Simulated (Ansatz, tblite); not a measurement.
Forces on RbBr₂ at its PBE-D4/def2-TZVP geometry. Charge 0, multiplicity 2.

In the def2 sets Rb takes a core potential; there is no spin–orbit coupling. The xTB rows come from tblite. In the doublet, Br2 and Br3 lie 2.96 Å apart (atoms count from 1), so these atoms are partly bonded to each other. The structure comes from a short search, and lower isomers may exist.

GFN1-xTB (tblite), largest force 0.61 eV/Å:

```xyz
3
positions Å, forces eV/Å
Rb   -0.390   -1.835    0.257    0.126    0.592   -0.083
Br    1.181    0.862    0.974   -0.183   -0.289   -0.093
Br   -0.792    0.973   -1.231    0.057   -0.303    0.176
```

GFN2-xTB (tblite), largest force 0.39 eV/Å:

```
Rb 0.080 0.374 -0.052
Br 0.062 -0.193 0.140
Br -0.141 -0.182 -0.087
```

r2SCAN-D4/def2-TZVP (Ansatz), largest force 0.05 eV/Å:

```
Rb -0.001 -0.004 0.001
Br -0.032 0.004 -0.037
Br 0.033 0.000 0.036
```
